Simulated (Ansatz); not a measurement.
The same ligand exchange along the group Mg, Zn, Cd.

Isolated molecules relaxed with PBE0-D4/def2-TZVP in Ansatz; ΔE leaves out vibrations. CBS: MP2 limit from def2 TZ/QZ plus the TZ coupled-cluster correction, frozen cores. Functionals use def2-TZVPP. def2 core potentials past Kr. For Cd, Mg, Zn outer-core shells are correlated without core-valence functions, which leaves a few kJ/mol of doubt a bond. Scalar relativity is left out up to krypton. One conformer a species, not always the lowest.

| reaction | RPA@PBE/def2-TZVPP (kJ/mol) | CCSD(T)/def2-SVP (kJ/mol) | PBE0-D4 (kJ/mol) |
| --- | --- | --- | --- |
| `[NH2][Mg][O][SiH3]` + `CSCS` → `CSCS[SiH3]` + `[NH2][Mg][OH]` | 74 | 70 | 53 |
| `[NH2][Zn][O][SiH3]` + `CSCS` → `CSCS[SiH3]` + `[NH2][Zn][OH]` | 58 | 71 | 39 |
| `[NH2][Cd][O][SiH3]` + `CSCS` → `CSCS[SiH3]` + `[NH2][Cd][OH]` | 60 | 61 | 40 |

Q: Give the CCSD(T)/CBS values in the same order. (An estimate is asked.)

A: Computed: 66, 50, 49 kJ/mol.

Largest T1 diagnostic: 0.017, for `[NH2][Zn][OH]`.
